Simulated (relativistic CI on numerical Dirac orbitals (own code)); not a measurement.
## Pr XLV: sensitivity of the levels to the model

Base calculation: Dirac-Coulomb-Breit CI, KLI orbitals optimised for each configuration, model QED (radiative potential, 1s self-energy scaled to tabulated hydrogen-like ionisation energies), unscaled Slater integrals.

Configurations in the expansion (outside the closed core [Ne]): 3s2.3p3, 3s.3p4, 3s2.3p2.3d, 3p5, 3s.3p3.3d, 3p4.3d, 3s.3p2.3d2, 3s2.3p.3d.4p, 3p4.4s, 3s.3p2.3d.4s, 3p4.4p, 3s2.3p2.4s, 3s2.3p2.4p, 3p3.3d.4p, 3s2.3p2.4d, 3s.3p3.4s, 3s2.3p2.4f, 3s.3p3.4p, 3s.3p3.4d, 3s.3p3.4f, 3s2.3p2.5s, 3s2.3p2.5p, 3s2.3p.4s.4p, 3s2.3p2.5d, 3s2.3p2.5f, 3s2.3p2.5g, 3s.3p2.4s2, 3s.3p3.5s, 3s2.3p.3d2, 3s2.3d3, 3s.3p.3d3, 3s2.3d2.4s, 3s2.3d2.4p, 3s2.3d2.4d, 3p3.3d2, 3p2.3d3, 3p2.3d2.4s, 3p2.3d2.4p, 3p2.3d2.4d, 3s2.3p.3d.4s, 3s.3p.3d2.4s, 3s2.3d.4s2, 3s2.3d.4s.4p, 3s2.3d.4s.4d, 3s.3p2.3d.4p, 3s.3p.3d2.4p, 3s.3p.3d.4s.4p, 3s.3p.3d.4p2, 3s.3p.3d.4p.4d, 3p3.3d.4s, 3p2.3d.4s2, 3p2.3d.4s.4p, 3p2.3d.4s.4d, 3s2.3p.4s2, 3s.3p.3d.4s2, 3s2.4s2.4p, 3s2.4s2.4d, 3s2.3p.4p2, 3s2.3d.4p2, 3s2.4s.4p2, 3s2.4p3, 3s2.4p2.4d, 3s.3p2.4s.4p, 3s.3p.4s2.4p, 3s.3p.4s.4p2, 3s.3p.4s.4p.4d. Double excitations out of closed p, d and f shells are left out; levels of such configurations are missing from the list, as are those of other unlisted configurations, and high levels can miss mixing partners. These lack a partner that the ground configuration has and come out too high: 3s2.3p2.4f, 3s.3p3.4d, 3s.3p3.4f, 3s2.3p2.5s, 3s2.3p2.5p.

Variants: (1) P86 correlation estimate; (2) QED terms removed. Shifts of the energy above 3s2.3p3 2P°_3/2, in eV, for the lowest level and the first level of each name with at least 55 % of one term (blank where a level changes its place among those of its configuration and J or its character, or is not in the variant):

```tsv
Level	Base	Δ(1)	Δ(2)
3s2.3p3 2P°_3/2	0.000	0.000	0.000
3s2.3p3 2D°_5/2	120.242	+0.002	-0.181
3s2.3p3 2P°_1/2	131.801	+0.003	-0.177
3s.3p4 4P_5/2	236.031	+0.257	+1.497
3s2.3p2.3d 4D_1/2	283.139	+0.306	+0.126
3s2.3p2.3d 2G_9/2	319.188	+0.306	+0.031
3s.3p4 2D_5/2	371.384	+0.262	+1.247
3s2.3p2.3d 4F_9/2	434.811	+0.308	-0.132
```

At this charge energies of transitions that change n are usually good to better than 1 %, and those within a shell (Δn = 0) to a few per cent.

Ionisation energy from the two ground configurations alone: base 3512.29 eV; P86 correlation estimate 3514.06 eV. The NIST ASD value (theoretical) is 3512 eV.

LS names give the leading component of a level, which can be under half, so a name can repeat, a term be missing and a line seem to break the LS rules.
